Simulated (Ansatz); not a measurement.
```yaml
crystal:
  periodic: [false, false, false]
  atoms:
    - {symbol: O, position_ang: [0.294219, -1.330340, 1.282290]}
    - {symbol: Si, position_ang: [-0.556811, -0.817913, 0.905399]}
    - {symbol: O, position_ang: [-0.927125, -0.283639, 1.463919]}
    - {symbol: C, position_ang: [-0.149056, -0.142511, -0.019758]}
    - {symbol: C, position_ang: [0.130903, 0.309876, -0.538701]}
    - {symbol: Si, position_ang: [0.542301, 1.150263, -1.546801]}
    - {symbol: H, position_ang: [0.948167, -1.083154, 1.080160]}
    - {symbol: H, position_ang: [-1.072831, -1.636042, 0.573025]}
    - {symbol: H, position_ang: [-0.828172, 0.269944, 1.597795]}
    - {symbol: H, position_ang: [0.679763, 1.797581, -1.143436]}
    - {symbol: H, position_ang: [-0.142399, 1.019352, -2.304217]}
    - {symbol: H, position_ang: [1.442895, 0.682630, -1.923041]}
basis:
  gaussian: {orbitals: def2-TZVPP}
hamiltonian: {xc: {name: B97M-V}}
output: {forces: true}
```

```sh
$ ansatz run in.yaml --threads 2 --pin off --events-out ev --progress --plain --max-ram 22528MiB --backend cuda --devices 0, --max-vram 18GiB
```

Shortened log:

```
Functional definition: B97M-V
1592 factors; their error is unknown
mean field evaluation 1: about -21799.7403 eV, gradient 1.8e2 eV
mean field evaluation 2: about -21367.8065 eV, gradient 4.2e2 eV
mean field evaluation 4: about -21846.6667 eV, gradient 3.8e1 eV
mean field evaluation 8: about -21849.1737 eV, gradient 2.9e-1 eV
mean field evaluation 16: about -21849.1382 eV, gradient 1.7e-3 eV
mean field -21849.13822250 eV, -802.9410197989 hartree, gradient 1.8e-5 eV, S^2 0.000000; 0 other end points of the search recorded, 0 dependent functions left out
reference -21849.13828733 eV, -802.9410221816 hartree; 31, 31 occupied and 261, 261 virtual orbitals, 1592 factors
Total energy: -21849.13828733 eV, -802.9410221816 hartree
Atom 0 at     0.294219    -1.330340     1.282290 Å, force    70.821400   -65.032027    45.564524 eV/Å
Atom 1 at    -0.556811    -0.817913     0.905399 Å, force    39.715142  -164.155629  -186.753932 eV/Å
Atom 2 at    -0.927125    -0.283639     1.463919 Å, force  -153.990954   117.751243   184.141657 eV/Å
Atom 3 at    -0.149056    -0.142511    -0.019758 Å, force   -59.373385   -94.663923    94.947520 eV/Å
Atom 4 at     0.130903     0.309876    -0.538701 Å, force    70.927879   111.398377  -126.390616 eV/Å
Atom 5 at     0.542301     1.150263    -1.546801 Å, force    -4.067440   -39.954518   -37.404783 eV/Å
Atom 6 at     0.948167    -1.083154     1.080160 Å, force    27.051870     6.867558    -5.763409 eV/Å
Atom 7 at    -1.072831    -1.636042     0.573025 Å, force   -15.346963   -19.892273    -9.214593 eV/Å
Atom 8 at    -0.828172     0.269944     1.597795 Å, force    10.269142    88.203474    26.317444 eV/Å
Atom 9 at     0.679763     1.797581    -1.143436 Å, force    14.267372    68.752780    39.952911 eV/Å
Atom 10 at    -0.142399     1.019352    -2.304217 Å, force   -16.582595    -1.836612   -18.380002 eV/Å
Atom 11 at     1.442895     0.682630    -1.923041 Å, force    16.308533    -7.438451    -7.016720 eV/Å
Dipole moment:     0.248729     0.511643     0.225217 e Å
```

**Question.** What is wrong with this run?

**Answer.** The geometry is squeezed to about two thirds of its size. The run converged. The result belongs to that input, not to the molecule as meant.
